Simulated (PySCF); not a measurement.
Species: C4H9BN2.
Atom-mapped SMILES: `[CH:1]#[C:2][B:3]([NH2:4])[N:5]([CH3:6])[CH3:7]` (hydrogens: H8 on C1; H9, H10 on N4; H11, H12, H13 on C6; H14, H15, H16 on C7)

Torsions of this conformer, `[CH:1]#[C:2][B:3]([NH2:4])[N:5]([CH3:6])[CH3:7]`: C2–B3–N5–C6 -1°, H–N4–B3–C2 180°, H–N4–B3–C2 0°.

The closed-shell ground state was solved at several levels (PySCF, density fitting, gas phase, non-relativistic). Geometry: GFN2-xTB; no solvent, vibrations or thermal averaging.

```tsv
level	basis functions	HOMO (eV)	LUMO (eV)	gap (eV)	dipole (D)
PBE0/def2-SVPD	212	-6.39	0.20	6.59	1.21
PBE0/pcSseg-1	164	-6.29	0.37	6.66	1.30
```

Problem. What might wB97X-D/def2-SVPD (212 basis functions) give for the same quantities?

Solution. HOMO -8.24 eV, LUMO 1.88 eV, gap 10.12 eV, dipole 1.19 D.

Problem. Over all these levels, which gives the widest orbital gap and which the narrowest?

Solution. wB97X-D/def2-SVPD (range-separated hybrid) has the widest, 10.12 eV, and PBE0/def2-SVPD (global hybrid, 25 % exact exchange) the narrowest, 6.59 eV. The two share the basis. From the narrowest to the widest the HOMO moves by -1.85 eV and the LUMO by +1.68 eV.

Problem. How far do the dipole and the HOMO energy spread over the levels?

Solution. The dipole runs from 1.19 to 1.30 D (mean 1.23 D) and the HOMO from -8.24 to -6.29 eV.
